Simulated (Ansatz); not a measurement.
Input for Ansatz (an electronic-structure program): R-wB97X-V/def2-TZVPPD on H3N2P (a complex), monomers drawn apart or pushed together. Files ending in .json are basis or fitting sets from the Basis Set Exchange.

Ansatz 0.2 input:
```yaml
crystal:
  periodic: [false, false, false]
  atoms:
    - {symbol: N, position_ang: [0.64685212, -0.21103397, -0.51132429]}
    - {symbol: N, position_ang: [-0.33486306, 0.26386645, -0.48760990]}
    - {symbol: P, position_ang: [0.00905919, 0.11751427, 4.03731630]}
    - {symbol: H, position_ang: [1.10418221, 0.64233788, 3.30399934]}
    - {symbol: H, position_ang: [0.00067394, -1.10112089, 3.31112587]}
    - {symbol: H, position_ang: [-0.95453473, 0.72388962, 3.19109814]}
basis:
  gaussian:
    orbitals: def2-TZVPPD.json
hamiltonian:
  xc: {name: wB97X-V}
scf: {lower_state_search: off}
```

The head of its log:

```
WARN ansatz: RAYON_NUM_THREADS=2 ignored (pool sized by the plan → 2); use --threads N
Functional definition: wB97X-V
these checks for a lower state are left out or cut short: stability, starts, cluster_reference, orbital_swaps, neighbouring_geometries, increment
integrals: 0.09 GiB planned
860 factors; their error is unknown
integrals: 0.12 GiB planned
226 factors; integrals over basis functions are off by at most 2.2e-5 eV
mean field: 0.79 GiB planned
mean field evaluation 1: about -12316.2287 eV, gradient 1.7e1 eV
mean field evaluation 2: about -12316.7874 eV, gradient 6.7e0 eV
```

Q: Predict the final total energy.

A: -452.6373 hartree.
